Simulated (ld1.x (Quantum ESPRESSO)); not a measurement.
# Fe, TM: configuration errors across variants

ld1.x (Quantum ESPRESSO) 7.5 input, shortened:

```
&input
   title='Fe', zed=26., rel=1, dft='PBE', iswitch=3,
   config='[Ar] 3d6 4s1.75 4p0.25'
 /
 &inputp
   pseudotype=2, tm=.true., lloc=1,
   nlcc=.false.
 /
3
4S  1  0   1.75   0.00  2.25  2.25  0.0
3D  3  2   6.00   0.00  1.30  1.30  0.0
3P  2  1   6.00   0.00  1.20  1.20  0.0
 &test
   configts(1)='3p6 3d6 4s1.75 4p0.25'
 /
```

Occupied shells without a wave of their own: 4p. They enter only through the test configuration that unscreens the potential.

All-electron excitation energies from the reference (eV): (1) 3p6 3d6 4s2 4p0 -1.000; (2) 3p6 3d6 4s1 4p0 7.729; (3) 3p6 3d6 4s0 4p0 23.933; (4) 3p6 3d7 4s1 4p0 -1.791; (5) 3p6 3d6 4s0 4p2 7.456; (6) 3p6 3d5 4s2 4p0 13.207; (7) 3p6 3d4 4s0 4p0 111.245.

For the base: The 4p level has no wave, so the channel is fitted at the deeper level alone: the likely source of the large errors.

On the changes marked as counting shells twice: ld1.x takes every shell without a wave as core, so the model core holds the marked electrons as well and exchange and correlation see them twice. This cancels in the reference configuration, but the file is broken for other ones, and its errors say nothing about a proper core correction.

2 further variants failed, have other tests or another functional or relativity, and are left out.

A true bound ghost makes a file unfit for plane-wave use even where its test errors are small: the radial tests pick states by their node count and pass the ghost by.

Errors AE − PS in meV (a dash: test not solved or not reliable):

| change | (1) | (2) | (3) | (4) | (5) | (6) | (7) | bound ghosts |
| --- | --- | --- | --- | --- | --- | --- | --- | --- |
| base | -4.2 | -11 | -30 | -37 | +25 | -60 | +246 | s |
| core correction a·sin(br)/r model core inside 0.74 bohr (4p counted twice) | -5.3 | -41 | -151 | -45 | +14 | -80 | -80 | s |
| all radii scaled by about 0.88 (s 1.98, p 1.06, d 1.14 bohr) | -3.1 | -8.6 | -27 | – | +13 | -65 | +216 | s |
| wave 4s (bound): rc 2.25 bohr becomes 4s (bound): rc 1.66 bohr | -4.1 | -9.5 | -16 | -23 | +33 | -46 | +124 | s |

(1) Give the same row for: local potential all-electron potential smoothed inside 0.95 bohr (lloc = -1).

Results:

(1) -2.3, -6.4, -23, -35, +5.5, -37, +248; bound ghosts: s.
